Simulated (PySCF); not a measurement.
## Si²⁺ (silicon, charge +2) across methods

[Ne] 3s1 3p1, high-spin 3P determinant (an excited configuration). All numbers are calculated (PySCF 2.14, scalar relativity by spin-free X2C-1e, in x2c-TZVPPall). The B2PLYP total includes its PT2 part (frozen core); its orbital energies are those of the SCF part.

```
   method  E (hartree)  mean ε 2p β (eV)  mean ε 3s α (eV)  mean ε 3p α (eV)  Σ⟨r²⟩ (bohr²)   ⟨S²⟩
      PBE    -288.6937           -117.88           -30.148           -22.217          12.77  2.000
      M06    -288.8280           -123.83           -31.538           -23.100          12.70  2.000
   B2PLYP    -288.7315           -128.81           -33.025           -24.598          12.77  2.000
     PBE0    -288.7220           -123.21           -31.635           -23.482          12.76  2.000
   r2SCAN    -288.8212           -119.85           -30.495           -22.484          12.72  2.000
     BLYP    -288.8562           -117.89           -29.952           -21.967          12.71  2.000
BHandHLYP    -288.8555           -128.51           -32.924           -24.493          12.73  2.000
      LDA    -287.6614           -117.90           -30.204           -22.083          12.75  2.000
      UHF   -288.39623           -137.92           -35.620           -26.884          12.87  2.000
```
